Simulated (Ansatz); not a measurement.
mer-Co(OH)3(H2O)3 (CoO₆H₉), 16 atoms. Hardware: 4 threads of Arm Neoverse V2 on a shared host.

Correlated methods freeze 11 core orbitals; core or outer-core shells of Co are correlated, in sets that lack core-valence functions.

Question: How many basis functions does each of these Ansatz runs have, and roughly what does it cost? PBE0-D4/def2-TZVP, charge 0 singlet, energy, from earlier orbitals; RPA@PBE/def2-TZVP, charge 0 singlet, energy, from earlier orbitals; PBE-D4/def2-SVP, charge 0 singlet, energy, from earlier orbitals; CAM-B3LYP-D4/def2-TZVP, charge 0 singlet, energy, from earlier orbitals; PBE-D4/def2-TZVP, charge 0 singlet, energy and forces, from earlier orbitals; PBE0-D4/def2-SVP, charge 0 singlet, energy, from earlier orbitals; r2SCAN-D4/def2-TZVP, charge 0 singlet, energy, from earlier orbitals; PBE0-D4/def2-SVP, charge 0 singlet, relaxation, 12 steps; MP2/def2-TZVP, charge 0 singlet, energy, from earlier orbitals; HSE06-D4/def2-TZVP, charge 0 singlet, energy, from earlier orbitals; BLYP-D4/def2-TZVP, charge 0 singlet, energy, from earlier orbitals.

Answer: Other jobs shared the machine, so times can vary by a factor of up to 3. A dash marks memory too small to be measured apart from the calling script's.

```
                                                                         run  functions  fitting or Cholesky vectors  wall time  peak host memory (GiB)
            PBE-D4/def2-SVP, charge 0 singlet, energy, from earlier orbitals        160                         1766      1.9 s                       –
           PBE0-D4/def2-SVP, charge 0 singlet, energy, from earlier orbitals        160                         1826      3.1 s                    0.57
          BLYP-D4/def2-TZVP, charge 0 singlet, energy, from earlier orbitals        285                         1756      3.6 s                       –
PBE-D4/def2-TZVP, charge 0 singlet, energy and forces, from earlier orbitals        285                         1756      4.2 s                       –
        r2SCAN-D4/def2-TZVP, charge 0 singlet, energy, from earlier orbitals        285                         1756      6.5 s                       –
          PBE0-D4/def2-TZVP, charge 0 singlet, energy, from earlier orbitals        285                         1837      6.5 s                     1.1
         HSE06-D4/def2-TZVP, charge 0 singlet, energy, from earlier orbitals        285                         1837        7 s                     1.2
     CAM-B3LYP-D4/def2-TZVP, charge 0 singlet, energy, from earlier orbitals        285                         1822        8 s                     1.2
          RPA@PBE/def2-TZVP, charge 0 singlet, energy, from earlier orbitals        285                         2112       11 s                       1
              MP2/def2-TZVP, charge 0 singlet, energy, from earlier orbitals        285                         2112       11 s                     1.1
                    PBE0-D4/def2-SVP, charge 0 singlet, relaxation, 12 steps        160                         1708       37 s                       –
```
